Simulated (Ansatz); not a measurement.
`[NH2][V](=[O])([OH])[Cl]` and `[O]=[V]([OH])([Cl])[Cl]` differ in one atom or group.

Ansatz, PBE0-D4/def2-TZVP geometries, multiplicity 1. Each molecule was computed in one conformer, which needn't be the lowest.

Scalar relativity is left out up to krypton.

```
                             property  `[NH2][V](=[O])([OH])[Cl]`
    LUMO energy (PBE/def2-TZVPP) / eV                       -3.67
  HOMO–LUMO gap (PBE/def2-TZVPP) / eV                        3.37
HOMO energy (ωB97M-V/def2-TZVPP) / eV                      -10.65
    HOMO energy (PBE/def2-TZVPP) / eV                       -7.04
  LUMO energy (B3LYP/def2-TZVPP) / eV                       -3.08
   LUMO energy (PBE0/def2-TZVPP) / eV                       -2.81
```

Q: Give the same properties after the change, and the shifts. (Estimate.)

A: The calculation gave: 
```tsv
property	`[O]=[V]([OH])([Cl])[Cl]`	shift
LUMO energy (PBE/def2-TZVPP) / eV	-4.55	-0.88
HOMO–LUMO gap (PBE/def2-TZVPP) / eV	3.39	0.02
HOMO energy (ωB97M-V/def2-TZVPP) / eV	-11.53	-0.88
HOMO energy (PBE/def2-TZVPP) / eV	-7.93	-0.89
LUMO energy (B3LYP/def2-TZVPP) / eV	-4.02	-0.94
LUMO energy (PBE0/def2-TZVPP) / eV	-3.79	-0.98
```

With PBE0 the HOMO falls by 0.93 eV and the LUMO falls by 0.98 eV, so the gap narrows by about 0.05 eV. PBE moves the HOMO by -0.89 eV and ωB97M-V by -0.88 eV. The zero-point energy changes by -62.4 kJ/mol with -6 modes.

B3LYP here is the variant with VWN-RPA as its local correlation; programs differ in this.
